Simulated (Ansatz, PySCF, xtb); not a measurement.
Complex: GeH4 (SMILES [GeH4]) (first 5 atoms) with C2H6 (SMILES CC); geometry from B3LYP-D3(BJ)/def2-TZVP, rigid monomers moved along the line of their centres of mass till Ge1···C6 is 3.44 Å.
(charge 0, multiplicity 1):
```xyz
13

Ge    -0.154     0.149    -0.246
H     -0.505    -0.060    -1.728
H      0.420    -1.153     0.331
H     -1.422     0.535     0.529
H      0.886     1.270    -0.120
C      0.546     0.505     3.107
C     -0.402    -0.644     3.440
H      0.996     0.923     4.010
H      0.024     1.315     2.595
H      1.360     0.174     2.459
H      0.121    -1.453     3.954
H     -0.851    -1.063     2.538
H     -1.215    -0.312     4.089
```

Monomers are frozen at their geometry in the pair; levels with a basis set take the counterpoise correction. Rows marked so take none.

Rows in 3-21G, 6-31G* carry no dispersion term and start afresh at each structure (6-31G* with six Cartesian d functions); the Pople sets are all-electron and without relativity.

Programs: Ansatz (Gaussian basis) for Hartree–Fock, density functionals and correlated methods; PySCF for 3-21G rows, 6-31G* rows; xtb for the GFN methods. Values without a source in brackets are computed.

**Question.** One of these levels gives 32.1 meV for the interaction energy. Name it.
(A) B3LYP/3-21G (no counterpoise)
(B) GFN-FF
(C) BP86/6-31G* (no counterpoise)
(D) PBE/def2-TZVPPD

**Answer.** A, B3LYP/3-21G (no counterpoise). The others give -32.3 (GFN-FF), 49.4 (PBE/def2-TZVPPD), 101.1 (BP86/6-31G* (no counterpoise))

Ansatz is a program for electronic structure.
